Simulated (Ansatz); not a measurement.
C2H3GaTe. The species carries charge 0 and has multiplicity 1. Correlated methods freeze the filled d shell of Ga, Te. Scalar relativity is left out up to krypton. Te: def2 effective core potential. The bonds changed during the relaxation, so this is another structure than the one it started from.

| atom | x (Å) | y (Å) | z (Å) |
| --- | --- | --- | --- |
| Ga1 | 0.544 | 1.027 | -0.839 |
| C2 | -0.218 | -0.711 | -0.264 |
| C3 | -0.663 | -1.423 | 0.677 |
| Te4 | -0.180 | 0.431 | 1.820 |
| H5 | -0.497 | 1.992 | -1.470 |
| H6 | 2.091 | 1.019 | -0.983 |
| H7 | -1.078 | -2.335 | 1.059 |

Problem. Give the diagnostics of a CCSD(T)/def2-TZVPP run (frozen core, Ansatz). (Best estimate.)

Solution. Ansatz gave: T1 = 0.0160, largest single amplitude 0.032, largest double 0.058, (T) share of the correlation energy 5.3 %, 11 CCSD cycles. The RHF solution is stable towards an unrestricted one. T1 lies under the customary mark of 0.02 for closed shells.
